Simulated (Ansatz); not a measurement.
GeH6OSSi (`[SiH3][O][GeH2][SH]`), relaxed with RKS PBE-D4/def2-SVP in Ansatz from a rough embedded geometry. The force threshold is 0.03 eV/Å; the program also tests the step.

Charge 0, multiplicity 1.

Start:

```xyz
10

Si    1.671   -0.554    0.453
O     0.422   -0.956   -0.559
Ge   -0.865    0.267   -0.225
S    -2.558   -0.165   -1.658
H     2.807   -1.477    0.324
H     2.208    0.811    0.225
H     1.249   -0.631    1.881
H    -1.304    0.170    1.185
H    -0.316    1.635   -0.553
H    -3.314    0.900   -1.072
```

| step | energy (eV) | largest force (eV/Å) | largest move (Å) |
| --- | --- | --- | --- |
| 1 | -77343.1104 | 1.455 | 0.000 |
| 2 | -77343.4009 | 0.428 | 0.132 |
| 3 | -77343.4790 | 0.302 | 0.150 |
| 4 | -77343.5347 | 0.173 | 0.200 |
| 5 | -77343.5498 | 0.071 | 0.200 |
| 6 (rejected) | -77343.5191 | 0.958 | 0.195 |
| 7 | -77343.5556 | 0.051 | 0.098 |
| 8 | -77343.5591 | 0.294 | 0.098 |
| 9 | -77343.5622 | 0.461 | 0.128 |
| 10 | -77343.5940 | 0.101 | 0.200 |
| 11 | -77343.6134 | 0.083 | 0.200 |
| 13 | -77343.6214 | 0.064 | 0.098 |
| 15 | -77343.6315 | 0.243 | 0.147 |
| 17 | -77343.6464 | 0.302 | 0.195 |
| 19 | -77343.6585 | 0.151 | 0.102 |
| 21 | -77343.6710 | 0.182 | 0.125 |
| 23 | -77343.6876 | 0.215 | 0.158 |
| 25 | -77343.6977 | 0.193 | 0.196 |
| 27 | -77343.7055 | 0.020 | 0.048 |
| 29 | -77343.7069 | 0.040 | 0.045 |
| 31 | -77343.7077 | 0.035 | 0.042 |
| 33 | -77343.7080 | 0.023 | 0.008 |

End:

```xyz
10

Si    1.522   -0.690    0.411
O     0.175    0.101    1.038
Ge   -1.135    0.982    0.177
S    -1.359    0.188   -1.909
H     1.139   -1.965   -0.295
H     2.286    0.184   -0.553
H     2.401   -1.024    1.582
H    -2.406    0.751    1.027
H    -0.735    2.468    0.012
H    -1.890   -0.995   -1.491
```

It took 45 s on 4 threads of an Arm Neoverse V1 on a shared host, with 0.17 GiB of host memory at the peak.
